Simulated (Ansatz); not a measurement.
`C=CCCCl` + `O[SiH3]` → `[SiH3]OCCCl` + `C=C`  (substitution at a C–C bond)

Computed with Ansatz on PBE0-D4/def2-TZVP structures; ΔE is electronic, products minus reactants. CBS: MP2 limit from def2 TZ/QZ plus the TZ coupled-cluster correction, frozen cores. This one scheme is used for every species. DFT in def2-TZVPP. One conformer a species, not always the lowest.

```json
{"species": "`C=CCCCl`", "r2SCAN-D4 energy (Eh)": "-616.76027"}
{"species": "`O[SiH3]`", "r2SCAN-D4 energy (Eh)": "-367.13151"}
{"species": "`[SiH3]OCCCl`", "r2SCAN-D4 energy (Eh)": "-905.30813"}
{"species": "`C=C`", "r2SCAN-D4 energy (Eh)": "-78.56290"}
```

Work out ΔE.

ΔE = (-905.30813) + (-78.56290) − (-616.76027) − (-367.13151) = 0.02075 Eh = +13.0 kcal/mol. CCSD(T)/CBS gives +13.4 kcal/mol.

Largest T1 diagnostic among the species: 0.011.

In def2-TZVPP, CCSD(T) changes the Hartree–Fock value by +3.0 kcal/mol (the triples alone add +0.3 kcal/mol) and MP2 by +5.0 kcal/mol.
